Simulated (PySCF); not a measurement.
C₃H₉NOSi.
Bonds: C1–C2 (double), C2–C3, C3–O4, O4–Si5, Si5–N6. Hydrogens: H7, H8 on C1; H9 on C2; H10, H11 on C3; H12, H13 on Si5; H14, H15 on N6.

Level of theory: core-valence-separated Tamm–Dancoff BHandHLYP/aug-pcX-1 (pcseg-1 on H, def2-SVPD on Si) in PySCF, non-relativistic, gas phase, PBE0-D3(BJ)/def2-SVP geometry.

Computed nitrogen K-edge spectrum, Gaussian lines of 0.4 eV full width, highest printed point 100; it ends one width below the last computed root. The energies are unshifted.

photon energy (eV), absorption and a bar:
```
    398.5          0 
    398.6          2 
    398.7          5 ##
    398.8         12 ###
    398.9         18 #####
    399.0         20 ######
    399.1         16 #####
    399.2          8 ##
    399.3          3 #
    399.4          1 
    399.5          1 
    399.6          6 ##
    399.7         20 ######
    399.8         48 ##############
    399.9         82 ########################
    400.0        100 ##############################
    400.1         95 ############################
    400.2         81 ########################
    400.3         76 #######################
    400.4         72 #####################
    400.5         56 #################
    400.6         32 ##########
    400.7         13 ####
    400.8          5 #
    400.9          5 ##
    401.0         15 ####
    401.1         35 ##########
    401.2         58 #################
    401.3         68 ####################
    401.4         58 #################
    401.5         37 ###########
```

Question: Assign the maxima to core holes.

Answer: 3 maxima:
- 399.0 eV: N6 (silicon-bound nitrogen), 398.98 eV, f = 0.007, 100 % of the height at the exact maximum
- 400.0 eV: N6 (silicon-bound nitrogen), 400.00 eV, f = 0.032, 94 % of the height at the exact maximum
- 401.3 eV: N6 (silicon-bound nitrogen), 401.29 eV, f = 0.020, 89 % of the height at the exact maximum

Further lines of some strength in the range: N6, 400.40 eV, f = 0.022.

Roots within 0.03 eV on the same or equivalent atoms count as one line; shares under 12 % aren't listed.

Vibrational structure and lifetime widths aren't in the curve. The ionisation threshold wasn't computed; near and above it a finite basis only mimics Rydberg series and continuum.

The values belong to the conformer `[CH2:1]=[CH:2][CH2:3][O:4][SiH2:5][NH2:6]`: C1–C2–C3–O4 1°, C2–C3–O4–Si5 -156°, C3–O4–Si5–N6 53°, H–N6–Si5–O4 64°, H–N6–Si5–O4 -96°.
